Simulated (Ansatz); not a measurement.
Born–Oppenheimer molecular dynamics of BrCl5FHMo (9 atoms, charge 0, multiplicity 1). It starts at the highest image of a converged band, a first-order saddle point between two minima.

Theory: RKS PBE/def2-SVP (Ansatz 0.2.0).

```
ensemble                      : NVE (velocity Verlet)
time step                     : 0.5 fs
steps asked                   : 200
starting velocities drawn for : 300 K
seed                          : 10546
```

Frames 1 fs apart, positions in Å, forces in eV/Å.

Velocities at 25 fs (Å/ps):

```
Mo 0.86 1.28 0.78
F 1.34 -2.10 -3.77
Cl 1.01 0.54 1.29
Cl 1.02 1.12 -1.25
Cl -0.49 -0.11 1.77
Cl -1.17 -0.52 -0.09
Cl -0.49 -0.09 2.12
Br -1.22 -1.30 -2.07
H -5.72 -12.60 25.91
```

```xyz
9
Properties=species:S:1:pos:R:3:forces:R:3 time_fs=25 energy_less_start_eV=0.130 T=157
Mo 0.152 0.165 -0.167 0.73 -0.63 -0.07
F 0.586 -0.519 1.658 0.01 0.12 0.64
Cl 2.458 0.002 -0.268 -0.19 0.18 -0.33
Cl 0.215 2.260 -1.253 0.00 -0.23 0.29
Cl -1.850 0.595 0.762 -0.47 0.31 0.06
Cl -0.206 -2.182 -0.057 -0.08 -0.18 -0.35
Cl -0.431 -0.401 -2.320 -0.07 0.00 -0.40
Br 0.973 2.198 2.071 0.10 0.20 0.24
H 0.928 0.707 2.347 -0.02 0.23 -0.08
9
Properties=species:S:1:pos:R:3:forces:R:3 time_fs=26 energy_less_start_eV=0.142 T=143
Mo 0.153 0.166 -0.167 0.71 -0.62 -0.07
F 0.587 -0.521 1.654 0.02 0.13 0.73
Cl 2.459 0.003 -0.267 -0.19 0.18 -0.34
Cl 0.216 2.261 -1.254 0.00 -0.24 0.30
Cl -1.851 0.595 0.764 -0.46 0.31 0.05
Cl -0.207 -2.182 -0.057 -0.08 -0.18 -0.35
Cl -0.432 -0.401 -2.318 -0.07 0.01 -0.41
Br 0.972 2.196 2.069 0.09 -0.03 0.29
H 0.922 0.696 2.373 -0.02 0.44 -0.19
9
Properties=species:S:1:pos:R:3:forces:R:3 time_fs=27 energy_less_start_eV=0.155 T=128
Mo 0.154 0.167 -0.166 0.70 -0.62 -0.06
F 0.588 -0.523 1.651 0.02 0.13 0.78
Cl 2.460 0.003 -0.266 -0.19 0.19 -0.35
Cl 0.217 2.262 -1.255 0.00 -0.24 0.31
Cl -1.851 0.595 0.766 -0.44 0.31 0.04
Cl -0.208 -2.183 -0.057 -0.08 -0.17 -0.36
Cl -0.432 -0.401 -2.316 -0.07 0.01 -0.42
Br 0.971 2.195 2.067 0.07 -0.20 0.34
H 0.916 0.689 2.396 -0.02 0.59 -0.29
9
Properties=species:S:1:pos:R:3:forces:R:3 time_fs=28 energy_less_start_eV=0.167 T=116
Mo 0.155 0.168 -0.165 0.68 -0.63 -0.04
F 0.590 -0.525 1.648 0.01 0.14 0.80
Cl 2.461 0.004 -0.265 -0.19 0.19 -0.35
Cl 0.218 2.263 -1.256 0.00 -0.24 0.31
Cl -1.852 0.595 0.768 -0.42 0.31 0.03
Cl -0.209 -2.184 -0.057 -0.08 -0.17 -0.36
Cl -0.433 -0.401 -2.314 -0.07 0.02 -0.42
Br 0.969 2.194 2.065 0.06 -0.30 0.38
H 0.910 0.687 2.417 -0.01 0.69 -0.35
9
Properties=species:S:1:pos:R:3:forces:R:3 time_fs=29 energy_less_start_eV=0.173 T=109
Mo 0.156 0.170 -0.164 0.66 -0.66 0.00
F 0.591 -0.527 1.645 0.00 0.15 0.78
Cl 2.462 0.005 -0.264 -0.18 0.19 -0.36
Cl 0.219 2.264 -1.257 0.00 -0.24 0.32
Cl -1.853 0.596 0.769 -0.39 0.31 0.02
Cl -0.210 -2.184 -0.058 -0.08 -0.17 -0.36
Cl -0.433 -0.402 -2.312 -0.07 0.02 -0.42
Br 0.968 2.192 2.063 0.05 -0.32 0.41
H 0.904 0.693 2.435 0.00 0.73 -0.38
9
Properties=species:S:1:pos:R:3:forces:R:3 time_fs=30 energy_less_start_eV=0.172 T=110
Mo 0.158 0.171 -0.163 0.64 -0.71 0.05
F 0.592 -0.528 1.643 -0.03 0.16 0.73
Cl 2.462 0.005 -0.263 -0.18 0.19 -0.37
Cl 0.220 2.265 -1.258 0.00 -0.24 0.33
Cl -1.854 0.596 0.771 -0.37 0.30 0.01
Cl -0.212 -2.185 -0.058 -0.08 -0.16 -0.37
Cl -0.434 -0.402 -2.311 -0.07 0.02 -0.42
Br 0.967 2.191 2.062 0.05 -0.26 0.41
H 0.897 0.705 2.449 0.02 0.69 -0.36
9
Properties=species:S:1:pos:R:3:forces:R:3 time_fs=31 energy_less_start_eV=0.167 T=116
Mo 0.159 0.171 -0.163 0.62 -0.77 0.12
F 0.594 -0.530 1.642 -0.06 0.18 0.64
Cl 2.463 0.006 -0.262 -0.17 0.19 -0.38
Cl 0.221 2.266 -1.259 0.00 -0.24 0.34
Cl -1.855 0.596 0.773 -0.34 0.30 -0.01
Cl -0.213 -2.186 -0.059 -0.08 -0.16 -0.37
Cl -0.434 -0.402 -2.309 -0.06 0.03 -0.42
Br 0.966 2.190 2.060 0.06 -0.10 0.39
H 0.891 0.723 2.459 0.03 0.57 -0.30
9
Properties=species:S:1:pos:R:3:forces:R:3 time_fs=32 energy_less_start_eV=0.159 T=124
Mo 0.160 0.172 -0.162 0.60 -0.85 0.19
F 0.595 -0.532 1.640 -0.10 0.20 0.53
Cl 2.464 0.007 -0.262 -0.16 0.19 -0.39
Cl 0.222 2.266 -1.260 0.00 -0.24 0.35
Cl -1.856 0.597 0.775 -0.32 0.30 -0.02
Cl -0.214 -2.187 -0.060 -0.08 -0.15 -0.38
Cl -0.435 -0.402 -2.308 -0.06 0.03 -0.42
Br 0.965 2.188 2.058 0.07 0.17 0.33
H 0.886 0.747 2.466 0.04 0.35 -0.19
9
Properties=species:S:1:pos:R:3:forces:R:3 time_fs=33 energy_less_start_eV=0.157 T=126
Mo 0.161 0.173 -0.161 0.57 -0.93 0.26
F 0.596 -0.533 1.639 -0.13 0.23 0.41
Cl 2.464 0.008 -0.261 -0.15 0.20 -0.40
Cl 0.223 2.267 -1.260 0.00 -0.24 0.36
Cl -1.858 0.597 0.777 -0.29 0.30 -0.04
Cl -0.216 -2.188 -0.060 -0.08 -0.15 -0.38
Cl -0.436 -0.402 -2.307 -0.06 0.03 -0.41
Br 0.964 2.187 2.056 0.09 0.54 0.24
H 0.880 0.774 2.472 0.04 0.02 -0.04
9
Properties=species:S:1:pos:R:3:forces:R:3 time_fs=34 energy_less_start_eV=0.163 T=120
Mo 0.163 0.174 -0.160 0.54 -1.00 0.33
F 0.598 -0.535 1.639 -0.16 0.25 0.30
Cl 2.465 0.009 -0.261 -0.13 0.20 -0.40
Cl 0.224 2.268 -1.261 0.00 -0.25 0.37
Cl -1.859 0.598 0.778 -0.26 0.30 -0.06
Cl -0.217 -2.188 -0.061 -0.07 -0.14 -0.38
Cl -0.436 -0.402 -2.305 -0.05 0.04 -0.40
Br 0.962 2.186 2.054 0.12 0.97 0.12
H 0.875 0.802 2.478 0.03 -0.37 0.13
9
Properties=species:S:1:pos:R:3:forces:R:3 time_fs=35 energy_less_start_eV=0.177 T=105
Mo 0.164 0.174 -0.159 0.50 -1.06 0.39
F 0.599 -0.536 1.638 -0.19 0.27 0.21
Cl 2.466 0.010 -0.260 -0.12 0.20 -0.41
Cl 0.225 2.268 -1.261 0.00 -0.25 0.38
Cl -1.861 0.598 0.780 -0.23 0.29 -0.07
Cl -0.218 -2.189 -0.062 -0.07 -0.13 -0.38
Cl -0.437 -0.402 -2.304 -0.05 0.04 -0.40
Br 0.961 2.184 2.053 0.15 1.38 -0.01
H 0.871 0.826 2.484 0.01 -0.76 0.30
9
Properties=species:S:1:pos:R:3:forces:R:3 time_fs=36 energy_less_start_eV=0.189 T=91
Mo 0.166 0.175 -0.159 0.46 -1.10 0.43
F 0.600 -0.537 1.637 -0.20 0.29 0.15
Cl 2.466 0.011 -0.260 -0.11 0.20 -0.41
Cl 0.226 2.269 -1.262 0.00 -0.25 0.38
Cl -1.862 0.599 0.782 -0.19 0.29 -0.09
Cl -0.220 -2.190 -0.064 -0.07 -0.12 -0.38
Cl -0.438 -0.402 -2.304 -0.05 0.05 -0.39
Br 0.960 2.183 2.051 0.17 1.66 -0.11
H 0.866 0.842 2.494 -0.01 -1.01 0.41
```

Of the whole run (100 fs, mean temperature of the second half 272 K): The conserved energy stayed within 0.033 meV per atom of its start (net change -0.022 meV per atom), so the integration is sound. A run of 0.1 ps of so small a system gives no equilibrium averages. The orbitals stay closed-shell, which can raise the energy where a bond breaks towards radicals; this wasn't checked here.

Time of the run: 10 min on 4 threads of Arm Neoverse V2, on a shared host, peak memory 0.37 GiB.
